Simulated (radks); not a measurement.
Task: Bi2+, configuration [Hg] 6p1 (the NIST ground configuration). Method: Dirac Kohn-Sham, HCTH/407, spin-unpolarised, spherical densities, finite nucleus; open shells fill j = l - 1/2 first; Fermi nuclear charge, rms radius 5.5211 fm; computed with a radial shooting solver on a logarithmic mesh with Libxc functionals. Some entries of the table are withheld. Estimate them.

orbital,occ.,eigenvalue (eV),<1/r> (bohr^-1)
1s1/2,2,-90447.81,103.1
2s1/2,2,-16264.96,(1)
2p1/2,2,-15640.37,25.54
2p3/2,4,-13321.35,20.25
3s1/2,2,-3941.704,9.375
3p1/2,2,-3657.016,9.293
3p3/2,4,-3137.442,7.905
3d3/2,4,-2667.273,7.809
3d5/2,6,-2556.892,7.503
4s1/2,2,(2),3.990
4p1/2,2,-794.7905,3.883
4p3/2,4,-666.4771,3.402
4d3/2,4,-463.2732,3.209
4d5/2,6,-439.2628,3.102
5s1/2,2,-175.4053,1.672
4f5/2,6,-174.9782,(3)
4f7/2,8,-169.4398,(4)
5p1/2,2,(5),1.552
5p3/2,4,(6),1.375
5d3/2,4,(7),1.099
5d5/2,6,(8),1.059
6s1/2,2,-30.4736,0.6254
6p1/2,1,-21.0010,0.5229
6p3/2,0,-18.2952,0.4637
7s1/2,0,-10.0432,0.2778

Result: 
(1) 2s1/2 <1/r> (bohr^-1): 25.57
(2) 4s1/2 eigenvalue (eV): -919.0914
(3) 4f5/2 <1/r> (bohr^-1): 2.774
(4) 4f7/2 <1/r> (bohr^-1): 2.733
(5) 5p1/2 eigenvalue (eV): -132.1249
(6) 5p3/2 eigenvalue (eV): -107.2929
(7) 5d3/2 eigenvalue (eV): -46.6121
(8) 5d5/2 eigenvalue (eV): -43.5421
